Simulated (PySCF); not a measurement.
## C2H12N2Si4: full NMR table

```
Formula                               : C2H12N2Si4
SMILES                                : C[Si@]([SiH3])(C#N)N([SiH3])[SiH3]
Point group of the computed structure : C1
Degrees of unsaturation               : 2
Carbon signals                        : 2
Proton signals                        : 3
```

Mapped SMILES: `[CH3:1][Si@:2]([SiH3:3])([C:4]#[N:5])[N:6]([SiH3:7])[SiH3:8]`. Hydrogens are named by the atom that carries them.

[PySCF 2.14: NMR shieldings at PBE0/pcSseg-1/GIAO; structure optimised with GFN2-xTB; one computed conformer; isolated molecule; fast rotation and ring inversion assumed for equivalent nuclei; no relativistic terms]

Chemical shifts δ = σref − σ; ¹H (31.72 ppm) and ¹³C (186.93 ppm) and ²⁹Si (349.16 ppm) against TMS; ¹⁵N (267.73 ppm) against NH3, all at this level.

| carbon | δC, type | δH (multiplicity) | HMBC from (2–3 bonds) | span of the C tensor (ppm) |
| --- | --- | --- | --- | --- |
| C1 | 3.0, CH3 | 0.82 (s) | H(Si3) | 18 |
| C4 | 128.4, C | – | H(Si3), H(C1) | 349 |

Other nuclei:
```csv
atoms,nucleus,environment,δ (ppm),σ (ppm)
H(Si7)/H(Si8),¹H,hydrogen on a silicon bonded to N,4.77,26.95
H(Si3),¹H,hydrogen on a silicon bonded to Si,3.49,28.22
Si2,²⁹Si,"silicon bonded to 2 C, N, Si",-20.8,370.0
Si7/Si8,²⁹Si,"silicon bonded to N, 3 H",-49.9,399.1
Si3,²⁹Si,"silicon bonded to Si, 3 H",-120.0,469.2
N5,¹⁵N,nitrile nitrogen,361.9,-94.2
N6,¹⁵N,nitrogen bonded to 3 Si,-10.6,278.3
```

- Carbon types of the structure: 1 × C, 1 × CH3, leaving 9 H on heteroatoms.
- δC 128.4: nitrile carbon; C≡N carbons fall here, among the sp2 signals but without a proton.
- δC 3.0: methyl carbon bonded to Si; an electropositive neighbour leaves it electron-rich and shielded.
- δH 4.77: hydrogen on a silicon bonded to N.
- δH 3.49: hydrogen on a silicon bonded to Si.
- δH 0.82: hydrogen on a methyl carbon bonded to Si; an electropositive neighbour shields it, as in TMS itself.

Shifts are as computed. Against solution values, carbons near 30 ppm lie about +3 ppm off and those near 130 ppm about +5 ppm. Of 1309 compounds with measured shifts, 239 miss one by over three times the rms of a fit or turn the order of signals round; such compounds aren't used in these exercises. Experimental scales use liquid or dissolved standards, which lie at an offset from isolated NH3 (liquid NH3: subtract about 20 ppm). Unscaled 15N shifts of sp2 nitrogen come out 20 to 40 ppm too high even then. No couplings were computed; multiplicities are counted from neighbouring protons, with m where these are inequivalent, close in shift, in a saturated or five-membered ring or joined by F or P, and br s for small geminal =CH2 splittings.
